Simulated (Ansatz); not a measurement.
Geometry optimisation, Ansatz, RKS BLYP-D4/def2-SVP.

Input file:

```yaml
crystal:
  periodic: [false, false, false]
  atoms:
    - { symbol: Si, position_ang: [-0.7901, 0.1791, -0.2901] }
    - { symbol: F, position_ang: [1.0742, 0.6857, -0.8297] }
    - { symbol: H, position_ang: [-0.9781, 0.2986, -1.7222] }
    - { symbol: H, position_ang: [-1.9234, -0.4907, 0.3357] }
    - { symbol: O, position_ang: [-0.6896, 1.3587, 0.7967] }
    - { symbol: H, position_ang: [1.5562, -0.3958, -0.6379] }
    - { symbol: Se, position_ang: [0.7125, -2.0292, 0.117] }
    - { symbol: H, position_ang: [-0.0129, 2.0337, 0.7759] }
    - { symbol: H, position_ang: [1.0513, -1.6401, 1.4546] }
basis:
  gaussian: { orbitals: def2-SVP }
hamiltonian:
  xc: blyp
  dispersion: d4
relax:
  f_tol: 0.15
  max_steps: 25
  restrain:
    - { distance: [0, 6], at: 3.61, k: 30.0 }
    - { distance: [5, 1], at: 2.18, k: 30.0 }
    - { distance: [0, 1], at: 1.68, k: 30.0 }
    - { distance: [5, 6], at: 1.51, k: 30.0 }
```

Run as:

```bash
$ ansatz run input.yaml --threads 2 --pin off --max-ram 3072MiB --backend cpu --events-out ev --progress --plain --runs-dir out
```

Q: Where does it end, and by what steps?

A: The run converged. The restraints hold the end off the free minimum. After 15 steps the energy has fallen by 1.848 eV (the restraints' own energy left out); H8 moved furthest, 1.66 Å. Parted: Si1–Se7. Joined: H6–Se7.

| step | energy less start (eV) | largest force component (eV/Å) | accepted |
| --- | --- | --- | --- |
| 0 | 0.0000 | 2.013 | yes |
| 1 | 0.2549 | 2.175 | yes |
| 2 | 0.0921 | 2.727 | yes |
| 3 | -0.2233 | 2.372 | yes |
| 4 | -0.7885 | 1.158 | yes |
| 5 | -1.2070 | 0.685 | yes |
| 6 | -1.5044 | 0.533 | yes |
| 7 | -1.6467 | 0.479 | yes |
| 8 | -1.6763 | 0.488 | yes |
| 9 | -1.7013 | 0.566 | yes |
| 10 | -1.7365 | 0.426 | yes |
| 11 | -1.7689 | 0.469 | yes |
| 12 | -1.7968 | 0.507 | yes |
| 13 | -1.8031 | 0.666 | yes |
| 14 | -1.8422 | 0.409 | yes |
| 15 | -1.8480 | 0.385 | yes |

```xyz
9
Properties=species:S:1:pos:R:3
Si -0.565 0.661 0.043
F 1.098 0.778 0.075
H -0.924 0.328 -1.370
H -1.026 -0.291 1.082
O -1.201 2.147 0.470
H 1.695 -1.245 -0.479
Se 0.968 -2.555 -0.564
H -1.083 2.869 -0.174
H 1.038 -2.692 0.917
```

Whether the end is a true minimum wasn't checked by a vibrational analysis.

Run time: 37 s on 2 threads of Intel(R) Xeon(R) Platinum 8259CL CPU @ 2.50GHz (Skylake/Cascade Lake), on a shared host, peak memory 0.19 GiB.
